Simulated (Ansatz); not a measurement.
CH3Se, SMILES C[Se], multiplicity 2.

Geometry: ωB97X-D3(BJ)/def2-TZVP. The isomer is the one that the SMILES or the coordinates give; other isomers of the formula were not compared.

Two levels are set side by side: PBE/def2-TZVPD (Ansatz, an electronic-structure program) and CAM-B3LYP/def2-TZVPD (Ansatz). Energy differences of separate SCF runs at the same geometry; the states with an electron removed or added have multiplicity 3 and 1. Differences are taken from unrounded values.

| quantity | PBE |
|---|---|
| vertical ionisation energy (eV) | 8.72 |
| vertical electron affinity (eV) | 1.80 |

These are the PBE values. What does CAM-B3LYP give? (The exact figures need the calculation; the answer reports its results.)


```json
[
 {"quantity": "vertical ionisation energy (eV)", "CAM-B3LYP": "8.90", "PBE minus CAM-B3LYP": "-0.19"},
 {"quantity": "vertical electron affinity (eV)", "CAM-B3LYP": "1.82", "PBE minus CAM-B3LYP": "-0.02"}
]
```
